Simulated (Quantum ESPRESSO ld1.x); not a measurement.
Species: Tb11+. Configuration: [Kr] 4d10 4f6 5s2.

Calculated with ld1.x of Quantum ESPRESSO 7.5: non-relativistic Kohn-Sham, revPBE, spin-unpolarised, spherical densities, point nucleus; relativity is left out, which matters for an element this heavy.

Energy parts (hartree):
part                      energy
total                 -11194.899
kinetic                11191.957
electron-nucleus      -26186.999
Hartree                 4039.064
exchange-correlation    -238.921

Orbitals (lengths in bohr, moments of r in powers of bohr; <r^-3> diverges for s and p1/2):
| orbital | occ. | eigenvalue (hartree) | <r^-3> |
|---|---|---|---|
| 1s | 2 | -1794.3863 | - |
| 2s | 2 | -292.7661 | - |
| 2p | 6 | -279.1077 | 9400 |
| 3s | 2 | -70.3496 | - |
| 3p | 6 | -64.2492 | 1927 |
| 3d | 10 | -52.8898 | 330.6 |
| 4s | 2 | -19.3793 | - |
| 4p | 6 | -16.9614 | 435.3 |
| 4d | 10 | -12.6316 | 64.29 |
| 5s | 2 | -7.4761 | - |
| 4f | 6 | -7.2176 | 11.60 |
| 5p | 0 | -6.6453 | 99.34 |
| 6s | 0 | -4.0352 | - |

The highest occupied level is 4f at -196.40 eV. The density falls to 0.001 e/bohr^3 at r = 2.31 bohr. Summed over all electrons, <r^2> = 15.04 bohr^2, which gives a Langevin (diamagnetic) susceptibility term of -11.9 x 10^-6 cm^3/mol.
